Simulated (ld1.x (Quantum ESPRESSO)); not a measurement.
Transferability test, ultrasoft potential for Br (Z = 35)

| Quantity | Value |
| --- | --- |
| Element | bromine |
| Generator | ld1.x (Quantum ESPRESSO) 7.5 |
| Type | ultrasoft |
| Functional | LDA (PZ) |
| Relativity | scalar-relativistic |
| Frozen core | [Ar] |
| Valence charge | 17 |
| Reference configuration | 3d10 4s2 4p5 |
| Partial waves | 4s (bound): rcut 1.25, rcutus 1.65 bohr; 4s channel at -0.15 Ry: rcut 1.25, rcutus 1.65 bohr; 4p (bound): rcut 1.70, rcutus 2.10 bohr; 4p channel at 3.8 Ry: rcut 1.70, rcutus 2.10 bohr; 3d (bound): rcut 0.70, rcutus 0.90 bohr; 3d channel at -3.95 Ry: rcut 0.70, rcutus 0.90 bohr |
| Local potential | all-electron potential smoothed inside 2.00 bohr (lloc = -1) |
| Core correction | none |
| Augmentation charge | PSQ, inside the norm-conserving radii |

Energies are relative to the spin-unpolarised reference configuration 3d10 4s2 4p5; without spin polarisation the order of configurations can differ from experiment. Spin-polarised rows fill each open shell by Hund’s rule, majority spin first.

```csv
valence configuration,charge,ΔE all-electron (eV),error AE − PS (meV)
3d10 4s2 4p4,+1,12.708,+1.4
3d10 4s2 4p3,+2,35.652,+9.0
3d10 4s2 4p2,+3,69.873,+24
3d10 4s2 4p5.3,-0.3,-2.007,+0.5
3d9 4s2 4p6,0,64.468,-955
3d10 4s1 4p5,+1,25.751,+0.3
3d10 4s1 4p6,0,12.418,-9.7
```

Q: What are ΔE and the potential's error for 3d10 4s2 4p5 (spin-polarised)?

A: ΔE = -0.151 eV all-electron; the error (AE − PS) is +5.8 meV.

Q: What are ΔE and the potential's error for 3d10 4s2 4p4 (spin-polarised)?

A: ΔE = 11.998 eV all-electron; the error (AE − PS) is +31 meV.

Levels in the configuration 3d9 4s2 4p6:

| level | all-electron (eV) | pseudo (eV) |
| --- | --- | --- |
| 3d | -79.371 | -81.139 |
| 4s | -22.533 | -22.769 |
| 4p | -9.304 | -9.183 |
